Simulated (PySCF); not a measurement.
C3H5BO, SMILES OB1CC=C1. Coordinates come from a B3LYP-D3(BJ)/def2-SVP optimisation. This is a generated structure with no PubChem entry under its InChIKey; it may be hypothetical. Other conformers were not sampled.

Computed equilibrium geometry at B3LYP-D3(BJ)/def2-SVP (PySCF confirms it by a frequency run) as a Z-matrix, and its point group (one conformer of several):
point group Cs.
```
B
O 1 1.3490
H 2 0.9660 1 113.00
C 1 1.5547 2 134.15 3 180.00
C 4 1.3562 1 88.17 2 180.00
H 4 1.0921 5 129.05 1 180.00
H 5 1.0998 4 130.30 6 0.00
C 5 1.5311 7 127.90 4 180.00
H 8 1.1048 5 114.94 7 63.14
H 8 1.1048 9 107.99 5 129.78
```
